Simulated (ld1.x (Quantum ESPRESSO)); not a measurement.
## What one change does to a pseudopotential (V, TM)

ld1.x (Quantum ESPRESSO) 7.5 input, shortened:

```
&input
   title='V', zed=23., rel=1, dft='PBE', iswitch=3,
   config='[Ar] 3d3 4s2 4p0'
 /
 &inputp
   pseudotype=2, tm=.true., lloc=1,
   nlcc=.false.
 /
3
4S  1  0   2.00   0.00  2.25  2.25  0.0
3D  3  2   3.00   0.00  2.10  2.10  0.0
4P  2  1   0.00   0.00  2.60  2.60  0.0
 &test
   configts(1)='3d3 4s2 4p0'
 /
```

Change: wave 4s (bound): rc 2.25 bohr becomes 4s (bound): rc 1.84 bohr.

Cutoffs: the cutoffs (Ry, on a coarse ladder) from which the occupation-weighted sum of valence levels, in a spherical-Bessel basis at the reference potential, stays within 10 and 1 mRy of its value at 400 Ry; they do not see the model core or the augmentation charge, which bear on the density cutoff. Errors are all-electron minus pseudo energies relative to the spin-unpolarised reference configuration.

How do hardness, ghosts and transferability respond?

The potential gets neither clearly harder nor softer (55 Ry and 70 Ry → 55 Ry and 70 Ry); both files keep a bound ghost (s); of the 7 tests that both files solve, the error grows in 1 and shrinks in 2 by more than 15 % and 0.3 meV (median size 44.6 → 27.0 meV).

```tsv
quantity	base	changed
cutoff, loose	55 Ry	55 Ry
cutoff, tight	70 Ry	70 Ry
loose cutoff by channel (10 mRy a level)	s 6 Ry, d 50 Ry	s 18 Ry, d 50 Ry
bound ghosts	s	s
error for 3d3 4s1 4p0, meV [ΔE 7.73 eV]	+0.6	+2.9
error for 3d3 4s0 4p0, meV [ΔE 22.03 eV]	+154	+165
error for 3d2 4s0 4p0, meV [ΔE 50.93 eV]	+95	-18
error for 3d3 4s0 4p2, meV [ΔE 6.85 eV]	+27	+27
error for 3d3 4s0 4p1, meV [ΔE 11.84 eV]	+45	+49
error for 3d1 4s0 4p0, meV [ΔE 96.80 eV]	+552	+287
error for 3d3 4s1 4p1, meV [ΔE 3.35 eV]	+3.7	+4.2
s: phases at 2.85 bohr within 0.05 rad from the reference energy up to (Ry; the scan ends near 5)	1.6	1.8
p: phases at 2.85 bohr within 0.05 rad from the reference energy up to (Ry; the scan ends near 5)	1.9	1.9
d: phases at 2.85 bohr within 0.05 rad from the reference energy up to (Ry; the scan ends near 5)	0.2	0.2
```

 A true bound ghost makes a file unfit for plane-wave use even where its test errors are small: the radial tests pick states by their node count and pass the ghost by.
